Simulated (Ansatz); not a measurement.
`COC(=O)CCO` and `C=CC(=O)OC` differ in one atom or group.

Ansatz, PBE0-D4/def2-TZVP geometries, multiplicity 1. Each molecule was computed in one conformer, which needn't be the lowest.

| property | `COC(=O)CCO` |
| --- | --- |
| LUMO energy (ωB97M-V/def2-TZVPP) / eV | 2.28 |
| HOMO–LUMO gap (ωB97M-V/def2-TZVPP) / eV | 12.51 |
| HOMO energy (B3LYP/def2-TZVPP) / eV | -7.51 |
| size of the dipole moment (B3LYP/def2-TZVPP) / D | 3.10 |
| size of the dipole moment (PBE/def2-TZVPP) / D | 3.01 |
| HOMO energy (PBE/def2-TZVPP) / eV | -6.06 |

(1) What does the change do to each property? (Estimate.)

Answers

(1) The calculation gave: 
```
                                        property  `C=CC(=O)OC`  shift
           LUMO energy (ωB97M-V/def2-TZVPP) / eV          0.82  -1.46
         HOMO–LUMO gap (ωB97M-V/def2-TZVPP) / eV         11.37  -1.14
             HOMO energy (B3LYP/def2-TZVPP) / eV         -7.82  -0.31
size of the dipole moment (B3LYP/def2-TZVPP) / D          1.60  -1.50
  size of the dipole moment (PBE/def2-TZVPP) / D          1.57  -1.44
               HOMO energy (PBE/def2-TZVPP) / eV         -6.41  -0.35
```

With PBE0 the HOMO falls by 0.32 eV and the LUMO falls by 1.40 eV, so the gap narrows by about 1.08 eV. PBE moves the HOMO by -0.35 eV and ωB97M-V by -0.30 eV. Dipoles are sizes alone; their direction can turn.

B3LYP here is the variant with VWN-RPA as its local correlation; programs differ in this.
